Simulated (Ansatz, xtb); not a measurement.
## Relative energy of two isomers of C3H3NSSe

Structure X: `[SeH]c1ccsn1`, a singlet. Structure Y: `Sc1ccn[se]1`, a singlet. Both are isolated molecules in the gas phase, relaxed with B3LYP-D3(BJ)/def2-SVP; the shapes shown needn't be the lowest conformers.

X (Å):

```xyz
9

C     0.1008   -0.1917    0.2696
C     0.3229   -1.5204   -0.2304
C    -0.5696   -1.7925   -1.2350
N    -0.8655    0.4974   -0.2899
S    -1.5913   -0.4274   -1.4847
Se    1.0907    0.6534    1.6757
H     1.9703   -0.5103    1.8976
H     1.0850   -2.2083    0.1332
H    -0.6638   -2.7089   -1.8178
```

Y (Å):

```yaml
atoms:
  - { symbol: C, position_ang: [0.5142, -0.5987, 0.4143] }
  - { symbol: C, position_ang: [-0.0378, -1.7655, -0.0616] }
  - { symbol: C, position_ang: [-0.8075, -1.5699, -1.2543] }
  - { symbol: N, position_ang: [-0.9249, -0.3745, -1.7749] }
  - { symbol: S, position_ang: [1.5138, -0.4697, 1.8534] }
  - { symbol: Se, position_ang: [0.0121, 0.8064, -0.7345] }
  - { symbol: H, position_ang: [1.7364, 0.8621, 1.7868] }
  - { symbol: H, position_ang: [0.0940, -2.7382, 0.4152] }
  - { symbol: H, position_ang: [-1.3159, -2.3979, -1.7643] }
```

Question: Which of the two would you expect CCSD(T)/def2-SVP + ΔMP2/def2-TZVPP electronic energies to favour?

Answer: Structure X; the calculation gives E(Y) − E(X) = +0.167 eV.

Level by level:

| level | geometry | E(Y) − E(X) (eV) | departure from the last row (eV) | job, with rough time for the two |
| --- | --- | --- | --- | --- |
| GFN2-xTB | GFN2-xTB | +0.206 | +0.039 | optimisation, 0.79 s |
| HF/STO-3G | GFN2-xTB | +0.149 | −0.018 | single point, 1.3 s |
| r2SCAN-D4/def2-SVP | GFN2-xTB | +0.127 | −0.039 | single point, 5.4 s |
| B3LYP-D3(BJ)/def2-SVP | B3LYP-D3(BJ)/def2-SVP | +0.117 | −0.049 | optimisation, 74 s |
| HF/def2-SVP | B3LYP-D3(BJ)/def2-SVP | +0.202 | +0.036 | part of the CCSD(T) run |
| MP2/def2-SVP | B3LYP-D3(BJ)/def2-SVP | +0.166 | −0.001 | part of the CCSD(T) run |
| CCSD(T)/def2-SVP | B3LYP-D3(BJ)/def2-SVP | +0.155 | −0.012 | single point |
| CCSD(T)/def2-SVP + ΔMP2/def2-TZVPP | B3LYP-D3(BJ)/def2-SVP | +0.167 |  | single point, 78 s |

As drawn, Y has 1 C–S, 1 N∷Se, 1 C∷Se, 1 S–H in place of 1 C–Se, 1 C∷S, 1 N∷S, 1 Se–H (∷ is an aromatic bond).

None of the levels shown reverses the order. The largest departure from CCSD(T)/def2-SVP + ΔMP2/def2-TZVPP is that of B3LYP-D3(BJ)/def2-SVP, 0.049 eV. The last row adds to CCSD(T) the change of the MP2 difference between the two basis sets, here +0.012 eV.

With thermal terms from frequencies at re-optimised GFN2-xTB minima (ideal gas, soft modes damped towards free rotors, one conformer each, 298.15 K, 1 atm): on the last row, ΔE + ΔZPE = +0.181, ΔH = +0.184, ΔG = +0.180 eV.

The correlated steps freeze 18 core orbitals; the filled d shell of Se is correlated, in a basis made for valence electrons. Codes used: Ansatz 0.2.0, xtb 6.7.1; the last row on 2 threads of Intel(R) Xeon(R) Processor @ 2.70GHz on a shared host.
